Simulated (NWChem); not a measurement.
Ionisation of C$_{2}$H$_{5}$O

```
C
O 1 1.3751
H 2 0.9738 1 108.21
H 1 1.1070 2 117.07 3 26.65
C 1 1.4843 4 120.65 2 -148.67
H 5 1.1079 1 110.59 4 -38.81
H 5 1.1119 6 108.22 1 121.74
H 5 1.1205 6 107.36 7 114.30
```
Charge 0, spin multiplicity 2.

Program: NWChem. The geometry was optimised at UPBE/def2-SVP, a minimum by its harmonic frequencies. It is one conformer; others weren't searched.

Basis set: def2-SVPD. The species with one electron less has spin multiplicity 1 and keeps the geometry of the parent. Δ marks differences of total energies (open shells unrestricted). −ε marks an orbital energy of the parent. That orbital need not have the symmetry of the hole or added electron in the Δ rows. That singlet is a closed-shell solution.

The structure started from a generated list of species. No SCF solution was tested for a lower state. Open-shell Hartree-Fock references start from PBE0 orbitals.

### Question
One of these methods gave a first vertical ionisation energy of 7.58 eV. Which?
(A) ΔBHandHLYP
(B) −ε(alpha HOMO) of HF
(C) ΔPBE
(D) −ε(alpha HOMO) of M06-2X

### Answer
A, ΔBHandHLYP. The others give 8.81 (−ε(alpha HOMO) of HF), 7.30 (ΔPBE), 6.12 (−ε(alpha HOMO) of M06-2X).
